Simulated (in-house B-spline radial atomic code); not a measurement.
CAM-B3LYP excitations of the barium ion Ba⁸⁺

Method: CAM-B3LYP. Computed with an all-electron radial atomic-structure program (B-spline basis): linear response of the closed shell [Kr] 4d10 5s2 with the functional's adiabatic kernel; scalar-relativistic (spin-free one-electron X2C), finite nucleus, no spin-orbit coupling, no double excitations, S, P, D and F terms only; shells from n = 3 respond. Only terms of natural parity with L up to 3 were computed.

Spin-orbit coupling is strong here, so these LS terms don't match observed levels.

Command:
```bash
python run_td.py task.json out
```
Settings (radii: box in bohr, nucleus in fm):
```
Z                        56
electrons                48
configuration            [Kr] 4d10 5s2
hamiltonian              x2c
method                   camb3lyp
box_radius               11.59
rms_radius               4.8378
intervals                69
```

Time taken, with all properties: 2.4 s on 1 thread of Intel(R) Xeon(R) Platinum 8375C CPU @ 2.90GHz (Ice Lake) (shared host).

The lowest states, in the order of their Tamm-Dancoff energies; the method's threshold (minus the highest occupied level) is 127.72 eV. Labels give the largest channel, * marks a mixed state, and oscillator strengths are full-response dipole values. Semilocal kernels can invert the small singlet-triplet splittings of Rydberg terms. Energies in eV:

```json
{"state": "5s → 5p 3P", "full response": "16.607", "Tamm-Dancoff": "16.740", "oscillator strength": "-"}
{"state": "5s → 5p 1P", "full response": "21.844", "Tamm-Dancoff": "22.540", "oscillator strength": "1.55"}
{"state": "5s → 4f 3F", "full response": "28.490", "Tamm-Dancoff": "28.535", "oscillator strength": "-"}
{"state": "5s → 4f 1F", "full response": "?", "Tamm-Dancoff": "?", "oscillator strength": "-"}
{"state": "5s → 5d 3D", "full response": "44.14", "Tamm-Dancoff": "44.16", "oscillator strength": "-"}
{"state": "5s → 5d 1D", "full response": "46.36", "Tamm-Dancoff": "46.42", "oscillator strength": "-"}
{"state": "5s → 6s 3S", "full response": "59.04", "Tamm-Dancoff": "59.04", "oscillator strength": "-"}
{"state": "5s → 6s 1S", "full response": "60.39", "Tamm-Dancoff": "60.44", "oscillator strength": "-"}
{"state": "5s → 6p 3P", "full response": "66.88", "Tamm-Dancoff": "66.88", "oscillator strength": "-"}
{"state": "5s → 6p 1P", "full response": "67.45", "Tamm-Dancoff": "67.48", "oscillator strength": "0.166"}
{"state": "5s → 5f 3F", "full response": "71.50", "Tamm-Dancoff": "71.50", "oscillator strength": "-"}
{"state": "5s → 5f 1F", "full response": "72.07", "Tamm-Dancoff": "72.07", "oscillator strength": "-"}
{"state": "5s → 6d 3D", "full response": "78.59", "Tamm-Dancoff": "78.60", "oscillator strength": "-"}
{"state": "5s → 6d 1D", "full response": "?", "Tamm-Dancoff": "?", "oscillator strength": "-"}
{"state": "5s → 7s 3S", "full response": "85.01", "Tamm-Dancoff": "85.01", "oscillator strength": "-"}
{"state": "5s → 7s 1S", "full response": "85.42", "Tamm-Dancoff": "85.44", "oscillator strength": "-"}
```

(1) Where does 5s → 6d 1D lie?

(2) Where does 5s → 4f 1F lie?

(3) How large is the singlet-triplet splitting of 5s → 5p (P terms) in Tamm-Dancoff?

(4) What polarisabilities and dispersion coefficient does the method give?

Answers

(1) At 79.04 eV in full response, 79.05 eV in Tamm-Dancoff.

(2) At 29.625 eV in full response, 29.632 eV in Tamm-Dancoff.

(3) 5.8 eV, from the unrounded values.

(4) Dipole 3.083 bohr³, quadrupole 3.735 bohr⁵, C6 8.294 hartree·bohr⁶ for two such species.
